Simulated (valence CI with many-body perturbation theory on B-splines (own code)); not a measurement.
## Valence orbitals of Dy52+

Method: valence CI with perturbative core correlation (CI+MBPT): four valence electrons over a frozen Dirac-Fock core [Ne], radial functions for each j: 11 s, 11 p, 9 d, 7 f, 5 g, 2 h, 1 i, with the one-electron correlation potential Σ1 (screened to all orders), the two-electron term Σ2, the three-electron term Σ3, Breit, model QED; selected single and double excitations, second order for the rest (own B-spline code, finite nucleus).

The last digits are not significant, and no measured levels were compared; by estimate large intervals hold to a few tenths of a per cent, small ones and those within an open d or f shell to about a per cent.

These are the spectroscopic orbitals of the CI (the correlating ones are not listed), shaped by the core and the other valence electrons. h is the expectation value of the core's Dirac-Fock operator, without the valence repulsion; Σ1 is computed up to l = 3 at one energy for each symmetry, that of its lowest orbital but kept below the first core excitation, so for empty shells it is not the orbital's own correlation shift; Breit and QED include the response of the core.

| Orbital | h (hartree) | Σ1 (cm⁻¹) | Breit (cm⁻¹) | QED (cm⁻¹) | ⟨r⟩ (bohr) |
| --- | --- | --- | --- | --- | --- |
| 3s1/2 | -199.09 | -7058 | 31185 | 25485 | 0.2138 |
| 4s1/2 | -108.34 | -2372 | 12075 | 10191 | 0.3960 |
| 5s1/2 | -67.953 | -1088 | 5766 | 4982 | 0.6364 |
| 6s1/2 | -46.558 | -594 | 3227 | 2807 | 0.9325 |
| 3p1/2 | -194.14 | -9151 | 52266 | 841 | 0.2017 |
| 4p1/2 | -106.27 | -3015 | 20325 | 353 | 0.3871 |
| 5p1/2 | -66.916 | -1389 | 9852 | 178 | 0.6298 |
| 6p1/2 | -45.966 | -761 | 5544 | 102 | 0.9285 |
| 3p3/2 | -186.03 | -7999 | 29734 | 3203 | 0.2117 |
| 4p3/2 | -102.96 | -2732 | 11563 | 1295 | 0.4005 |
| 5p3/2 | -65.251 | -1278 | 6092 | 646 | 0.6466 |
| 6p3/2 | -45.014 | -706 | 3441 | 368 | 0.9486 |
| 3d3/2 | -180 | -9917 | 24147 | -761 | 0.1816 |
| 4d3/2 | -100.65 | -2776 | 8680 | -248 | 0.3745 |
| 5d3/2 | -64.117 | -1239 | 4127 | -113 | 0.6237 |
| 3d5/2 | -178.11 | -8912 | 11590 | 284 | 0.1847 |
| 4d5/2 | -99.835 | -2485 | 4118 | 175 | 0.3783 |
| 5d5/2 | -63.699 | -1110 | 2008 | 99.0 | 0.6283 |
| 4f5/2 | -98.59 | -2407 | 869 | -132 | 0.3301 |
| 5f5/2 | -63.079 | -1168 | 592 | -70.4 | 0.5825 |
| 4f7/2 | -98.242 | -2296 | 245 | 58.2 | 0.3320 |
| 5f7/2 | -62.9 | -1109 | 166 | 26.9 | 0.5846 |
| 5g7/2 | -62.775 |  | 19.6 | -31.3 | 0.5144 |
| 5g9/2 | -62.67 |  | 3.6 | 23.5 | 0.5157 |

Among the shells of the start configuration 3s2 3p2, Σ1 is largest in size for 3p1/2, where it is 0.021 % of h.

Lowest root of each symmetry, sizes in configuration state functions:

```csv
J,Parity,Roots,Reference,Variational,Second order,Change by selected CI (cm⁻¹),Change by second order (cm⁻¹)
0,even,8,39,17325,34155,-10601,0
1,even,10,69,39585,125449,-9194,-3
2,even,15,97,39998,202090,-10275,-29
3,even,10,70,40000,237803,-12496,-41
4,even,5,51,40000,193816,-11917,-34
5,even,2,19,23294,128073,-11801,-18
0,odd,3,28,11799,24186,-9759,-3
1,odd,8,72,34283,94449,-11511,-4
2,odd,9,83,40000,148804,-8904,-8
3,odd,5,67,39999,198996,-14475,-14
4,odd,2,41,28554,149466,-12906,-13
```
